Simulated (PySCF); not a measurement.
**ZnBr⁺: from constants to spectrum**

RHF-CCSD(T) constants of ZnBr⁺, ¹Σ⁺ (singlet), closed shell (basis Zn pcseg-1, Br pcseg-1; no relativity; PySCF 2.14; masses 63.9291 and 78.9183 u):

```
ωe              : 352.1 cm⁻¹
ωexe            : 1.2 cm⁻¹
Be              : 0.098122 cm⁻¹
αe              : 0.000402 cm⁻¹
D (centrifugal) : 3.05e-08 cm⁻¹
De to Zn⁺ + Br  : 2.33 eV
```

Give the band origin of the fundamental and the first lines of its P and R branches.

ν0 = ωe − 2ωexe = 349.7 cm⁻¹, B0 = 0.097921, B1 = 0.097519 cm⁻¹.

| J″ | P(J″) − ν0 | R(J″) − ν0 |
| --- | --- | --- |
| 0 |  | 0.195 |
| 1 | -0.196 | 0.389 |
| 2 | -0.392 | 0.583 |
| 3 | -0.590 | 0.775 |
| 4 | -0.788 | 0.967 |
| 5 | -0.987 | 1.158 |
| 6 | -1.187 | 1.348 |

Near which J would the R branch turn back, without centrifugal distortion?

At J ≈ (B0 + B1)/(2(B0 − B1)) − 1 ≈ 240.

Correlated steps freeze 14 core orbitals. Correlated levels converge slowly with the basis: in double zeta they bind strong bonds too weakly, by up to about 1 eV, and carry superposition errors of some tenths. For an ion De counts to the pair picked by the measured ionisation energies or electron affinities, which need not be the lowest pair at this level. Where the molecule has an RHF reference, its open-shell atoms are computed with UHF.
